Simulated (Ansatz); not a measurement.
Cl2Te (SMILES Cl[Te]Cl) moved off its minimum; all values from Ansatz (a quantum-chemistry and plane-wave program), cores frozen in correlated methods. Elements past Kr take the def2 small-core potentials, without spin–orbit coupling.
(charge 0, multiplicity 1)
```xyz
3

Te     0.2051    -0.0663     0.8002
Cl     1.2369     1.3874    -0.8891
Cl    -1.1833    -1.3004    -0.9750
```

Forces at MP2/def2-TZVPPD (eV/Å):

```json
[
 {"atom": "Te1", "Fx": "-0.558", "Fy": "-0.091", "Fz": "-2.985"},
 {"atom": "Cl2", "Fx": "-0.629", "Fy": "-0.931", "Fz": "1.281"},
 {"atom": "Cl3", "Fx": "1.187", "Fy": "1.022", "Fz": "1.705"}
]
```

### Question
Give the forces (eV/Å), the total energy and the dipole at CCSD(T)/def2-TZVPPD.

### Answer

```csv
atom,Fx,Fy,Fz
Te1,-0.529,-0.122,-2.629
Cl2,-0.523,-0.781,1.102
Cl3,1.052,0.903,1.527
```
Energy -1186.6186 hartree, dipole 2.76 D.
